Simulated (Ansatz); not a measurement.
Geometry optimisation of `CC(C)[NH][Al]([F])[F]`.

```yaml
crystal:
  periodic: [false, false, false]
  atoms:
    - {symbol: C, position_ang: [-0.322100, 1.077260, -1.387470]}
    - {symbol: C, position_ang: [-0.343670, -0.263490, -0.652300]}
    - {symbol: C, position_ang: [1.062410, -0.818210, -0.495650]}
    - {symbol: N, position_ang: [-0.926440, -0.120450, 0.672280]}
    - {symbol: Al, position_ang: [-0.165230, -0.156010, 2.270230]}
    - {symbol: F, position_ang: [-1.125760, 0.236420, 3.550140]}
    - {symbol: F, position_ang: [1.384380, -0.550820, 2.660530]}
    - {symbol: H, position_ang: [0.113950, 0.960330, -2.376000]}
    - {symbol: H, position_ang: [-1.329890, 1.471530, -1.496450]}
    - {symbol: H, position_ang: [0.271610, 1.793920, -0.822320]}
    - {symbol: H, position_ang: [-0.952090, -0.974380, -1.232320]}
    - {symbol: H, position_ang: [1.523660, -1.005260, -1.461850]}
    - {symbol: H, position_ang: [1.026850, -1.747490, 0.071700]}
    - {symbol: H, position_ang: [1.668090, -0.102810, 0.060350]}
    - {symbol: H, position_ang: [-1.885770, 0.199460, 0.639150]}
basis:
  gaussian: {orbitals: def2-TZVP}
hamiltonian: {xc: pbe0, dispersion: d4}
relax: {f_tol: 0.005, max_steps: 150}
```

```sh
$ ansatz run in.yaml --threads 2 --pin off --events-out ev --progress --plain --max-ram 22528MiB --backend cuda --devices 0, --max-vram 18GiB
```

It prints (some lines left out):

```
Functional definition: PBE0
mean field -16758.02947099 eV, -615.8462240585 hartree, gradient 5.5e-5 eV, S^2 0.000000; 0 other end points of the search recorded, 0 dependent functions left out
relax step   1: F+E_penalty+E_count = -16758.31249530 eV  Δ(F+E_penalty+E_count) = +0.000e0 eV  max|allowed force component| = 4.603e-1 eV/Å  Δτ_max = 0.0000 Å  (29 SCF iters, accepted)
mean field -16758.06050743 eV, -615.8473646266 hartree, gradient 1.2e-5 eV, S^2 0.000000; 0 other end points of the search recorded, 0 dependent functions left out
relax step   2: F+E_penalty+E_count = -16758.34186571 eV  Δ(F+E_penalty+E_count) = -2.937e-2 eV  max|allowed force component| = 3.073e-1 eV/Å  Δτ_max = 0.0798 Å  (31 SCF iters, accepted)
mean field -16758.06969192 eV, -615.8477021504 hartree, gradient 1.2e-5 eV, S^2 0.000000; 0 other end points of the search recorded, 0 dependent functions left out
relax step   3: F+E_penalty+E_count = -16758.35085525 eV  Δ(F+E_penalty+E_count) = -8.990e-3 eV  max|allowed force component| = 1.376e-1 eV/Å  Δτ_max = 0.0322 Å  (32 SCF iters, accepted)
mean field -16758.07231448 eV, -615.8477985277 hartree, gradient 1.1e-5 eV, S^2 0.000000; 0 other end points of the search recorded, 0 dependent functions left out
relax step   4: F+E_penalty+E_count = -16758.35348100 eV  Δ(F+E_penalty+E_count) = -2.626e-3 eV  max|allowed force component| = 1.075e-1 eV/Å  Δτ_max = 0.0233 Å  (32 SCF iters, accepted)
mean field -16758.07126170 eV, -615.8477598386 hartree, gradient 1.2e-5 eV, S^2 0.000000; 0 other end points of the search recorded, 0 dependent functions left out
relax step   5: F+E_penalty+E_count = -16758.35209765 eV  Δ(F+E_penalty+E_count) = +1.383e-3 eV  max|allowed force component| = 2.751e-1 eV/Å  Δτ_max = 0.0494 Å  (31 SCF iters, rejected (line search))
mean field -16758.07323016 eV, -615.8478321784 hartree, gradient 1.1e-5 eV, S^2 0.000000; 0 other end points of the search recorded, 0 dependent functions left out
relax step   6: F+E_penalty+E_count = -16758.35437374 eV  Δ(F+E_penalty+E_count) = -8.927e-4 eV  max|allowed force component| = 3.270e-2 eV/Å  Δτ_max = 0.0238 Å  (32 SCF iters, accepted)
mean field -16758.07378385 eV, -615.8478525260 hartree, gradient 1.1e-5 eV, S^2 0.000000; 0 other end points of the search recorded, 0 dependent functions left out
relax step   7: F+E_penalty+E_count = -16758.35486597 eV  Δ(F+E_penalty+E_count) = -4.922e-4 eV  max|allowed force component| = 1.678e-2 eV/Å  Δτ_max = 0.0371 Å  (32 SCF iters, accepted)
mean field -16758.07424477 eV, -615.8478694647 hartree, gradient 1.1e-5 eV, S^2 0.000000; 0 other end points of the search recorded, 0 dependent functions left out
relax step   8: F+E_penalty+E_count = -16758.35518896 eV  Δ(F+E_penalty+E_count) = -3.230e-4 eV  max|allowed force component| = 2.087e-2 eV/Å  Δτ_max = 0.0494 Å  (31 SCF iters, accepted)
mean field -16758.07462515 eV, -615.8478834432 hartree, gradient 1.1e-5 eV, S^2 0.000000; 0 other end points of the search recorded, 0 dependent functions left out
relax step   9: F+E_penalty+E_count = -16758.35541491 eV  Δ(F+E_penalty+E_count) = -2.259e-4 eV  max|allowed force component| = 5.630e-2 eV/Å  Δτ_max = 0.0602 Å  (31 SCF iters, accepted)
mean field -16758.07477531 eV, -615.8478889616 hartree, gradient 1.1e-5 eV, S^2 0.000000; 0 other end points of the search recorded, 0 dependent functions left out
relax step  10: F+E_penalty+E_count = -16758.35552631 eV  Δ(F+E_penalty+E_count) = -1.114e-4 eV  max|allowed force component| = 5.250e-2 eV/Å  Δτ_max = 0.0158 Å  (31 SCF iters, accepted)
mean field -16758.07490066 eV, -615.8478935682 hartree, gradient 1.1e-5 eV, S^2 0.000000; 0 other end points of the search recorded, 0 dependent functions left out
relax step  11: F+E_penalty+E_count = -16758.35561238 eV  Δ(F+E_penalty+E_count) = -8.608e-5 eV  max|allowed force component| = 3.896e-2 eV/Å  Δτ_max = 0.0251 Å  (31 SCF iters, accepted)
mean field -16758.07488888 eV, -615.8478931352 hartree, gradient 1.1e-5 eV, S^2 0.000000; 0 other end points of the search recorded, 0 dependent functions left out
relax step  12: F+E_penalty+E_count = -16758.35556178 eV  Δ(F+E_penalty+E_count) = +5.060e-5 eV  max|allowed force component| = 3.114e-2 eV/Å  Δτ_max = 0.0273 Å  (32 SCF iters, rejected (line search))
mean field -16758.07496992 eV, -615.8478961134 hartree, gradient 1.1e-5 eV, S^2 0.000000; 0 other end points of the search recorded, 0 dependent functions left out
relax step  13: F+E_penalty+E_count = -16758.35566652 eV  Δ(F+E_penalty+E_count) = -5.414e-5 eV  max|allowed force component| = 1.596e-2 eV/Å  Δτ_max = 0.0133 Å  (33 SCF iters, accepted)
mean field -16758.07500344 eV, -615.8478973453 hartree, gradient 1.1e-5 eV, S^2 0.000000; 0 other end points of the search recorded, 0 dependent functions left out
relax step  14: F+E_penalty+E_count = -16758.35568246 eV  Δ(F+E_penalty+E_count) = -1.593e-5 eV  max|allowed force component| = 3.845e-3 eV/Å  Δτ_max = 0.0112 Å  (33 SCF iters, accepted)
mean field -16758.07502143 eV, -615.8478980064 hartree, gradient 1.1e-5 eV, S^2 0.000000; 0 other end points of the search recorded, 0 dependent functions left out
relax step  15: F+E_penalty+E_count = -16758.35568631 eV  Δ(F+E_penalty+E_count) = -3.853e-6 eV  max|allowed force component| = 3.635e-3 eV/Å  Δτ_max = 0.0057 Å  (33 SCF iters, accepted)
mean field -16758.07502143 eV, -615.8478980064 hartree, gradient 1.1e-5 eV, S^2 0.000000; 1 other end points of the search recorded, 0 dependent functions left out
Total energy: -16758.35572540 eV, -615.8582136871 hartree
Atom 0 at    -0.350628     1.042445    -1.432728 Å, force     0.000030     0.000913    -0.001289 eV/Å
Atom 1 at    -0.306836    -0.231787    -0.603051 Å, force    -0.001320    -0.000764    -0.001078 eV/Å
Atom 2 at     1.106792    -0.769405    -0.502744 Å, force     0.001307     0.000240     0.000492 eV/Å
Atom 3 at    -0.867721    -0.006767     0.720876 Å, force    -0.000747     0.000508     0.000449 eV/Å
Atom 4 at    -0.238340    -0.212611     2.341450 Å, force    -0.003635    -0.000004     0.000716 eV/Å
Atom 5 at    -1.207462     0.207007     3.599843 Å, force     0.000143     0.000239    -0.000370 eV/Å
Atom 6 at     1.249217    -0.805693     2.700539 Å, force     0.003096    -0.000678     0.000360 eV/Å
Atom 7 at     0.009680     0.861214    -2.448647 Å, force     0.000078     0.000206     0.000309 eV/Å
Atom 8 at    -1.370176     1.430874    -1.503874 Å, force     0.000141    -0.000095     0.000163 eV/Å
Atom 9 at     0.274215     1.814783    -0.975643 Å, force    -0.000287    -0.000378    -0.000070 eV/Å
Atom 10 at    -0.914825    -0.989929    -1.118588 Å, force     0.000542     0.000204     0.000266 eV/Å
Atom 11 at     1.511409    -0.964379    -1.497551 Å, force    -0.000233    -0.000209     0.000087 eV/Å
Atom 12 at     1.143662    -1.701983     0.065022 Å, force    -0.000044    -0.000003    -0.000238 eV/Å
Atom 13 at     1.763978    -0.047350    -0.008293 Å, force    -0.000146    -0.000247    -0.000117 eV/Å
Atom 14 at    -1.802965     0.373581     0.663409 Å, force     0.001076     0.000069     0.000321 eV/Å
Dipole moment:    -0.147204     0.047734    -0.558730 e Å
```

Hardware: 2 threads of an AMD EPYC 7R13 on a shared host and a share of an NVIDIA H100 80 GB. Wall time 27 s, peak host memory 0.95 GiB.
